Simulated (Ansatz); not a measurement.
Reaction (formal exchange of groups at the Si–C bond): `CC[Si]F` + `CC(=O)OC(C)C` → `CC(C)O[Si]F` + `CCC(C)=O`

Gas-phase electronic energies from Ansatz, PBE0-D4/def2-TZVP geometries. CCSD(T)/CBS is the MP2 limit (def2-TZVPP, def2-QZVPP) plus CCSD(T) − MP2 in def2-TZVPP, frozen cores. DFT in def2-TZVPP. B3LYP here is the variant with VWN-RPA as its local correlation; programs differ in this. Each species was taken in one conformer, which may not be the lowest.

```
             level  ΔE (kJ/mol)  difference from CCSD(T)/CBS
         r2SCAN-D4       -120.0                          8.0
           ωB97X-V       -122.3                          5.7
           ωB97M-V       -125.6                          2.4
            B2PLYP       -128.5                         -0.5
              PBE0       -117.1                         10.9
             B3LYP       -126.5                          1.5
     HF/def2-TZVPP       -130.4                         -2.4
    MP2/def2-TZVPP       -130.6                         -2.6
SCS-MP2/def2-TZVPP       -131.9                         -3.9
CCSD(T)/def2-TZVPP       -126.1                          1.9
     HF/def2-QZVPP       -132.0                         -4.0
    MP2/def2-QZVPP       -132.2                         -4.2
SCS-MP2/def2-QZVPP       -133.4                         -5.4
      HF/CBS(def2)       -132.2                         -4.2
     MP2/CBS(def2)       -132.4                         -4.4
    CCSD/CBS(def2)       -129.9                         -1.9
       CCSD(T)/CBS       -128.0                            0
```

Largest T1 diagnostic among the species: 0.013.
